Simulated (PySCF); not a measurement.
**Dipole response of He (helium, neutral)**

1s1 2s1, high-spin 3S determinant (an excited configuration). Calculation: PySCF 2.14, in aug-cc-pV5Z (6s5p4d3f2g, 80 functions); no relativity, point nucleus. Coupled (time-dependent) response in atomic units; α is the mean over directions.

| method | mean α (bohr³) | C₆ (like pair) | S(−4) |
| --- | --- | --- | --- |
| UHF | 51.37 | 216.0 | 4894 |

S(−4) is the Cauchy moment in α(ω) = α(0) + S(−4) ω² + …

α(iu) at UHF:

```
u (hartree)  α(iu) (bohr³)
          0          51.37
     0.0500          41.58
      0.100          26.88
      0.200          12.12
      0.300          7.089
      0.500          3.739
      0.750          2.295
       1.00          1.591
       1.50         0.9010
       2.00         0.5789
       3.00         0.2971
       5.00         0.1216
```

A single London oscillator, α(iu) = α/(1 + u²/ω²), gives C₆ = (3/4) ω α². Matching the computed C₆ needs ω = 4 × 216.0 / (3 × 51.37²) = 0.109 hartree.

The outer electron is Rydberg-like, and this basis confines it to a smaller radius and binds it less than a complete one would.
